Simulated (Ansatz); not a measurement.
Reaction (isomerisation): `FC1([SiH3])COC1` → `C=C[Si](C)(O)F`

Gas-phase electronic energies from Ansatz, PBE0-D4/def2-TZVP geometries. CCSD(T)/CBS is the MP2 limit (def2-TZVPP, def2-QZVPP) plus CCSD(T) − MP2 in def2-TZVPP, frozen cores. DFT in def2-TZVPP. B3LYP here is the variant with VWN-RPA as its local correlation; programs differ in this. Each species was taken in one conformer, which may not be the lowest.

Task: Is it downhill or uphill in electronic energy at CCSD(T)/CBS, and by how much? (Best estimate.)

Result: The calculation gave: Downhill: ΔE = -124.8 kcal/mol.

Task: What do these levels give: PBE-D4, r2SCAN-D4, B2PLYP, B3LYP, MP2/def2-QZVPP, CCSD/CBS(def2)? (Estimate.)

Result: The calculation gave: PBE-D4 -113.4, r2SCAN-D4 -121.5, B2PLYP -124.1, B3LYP -121.8, MP2/def2-QZVPP -128.2, CCSD/CBS(def2) -125.4 kcal/mol.

Largest T1 diagnostic among the species: 0.012.

From PBE to PBE0 (25 % exact exchange), in def2-TZVPP and without D4, ΔE moves by −2.4 kcal/mol.
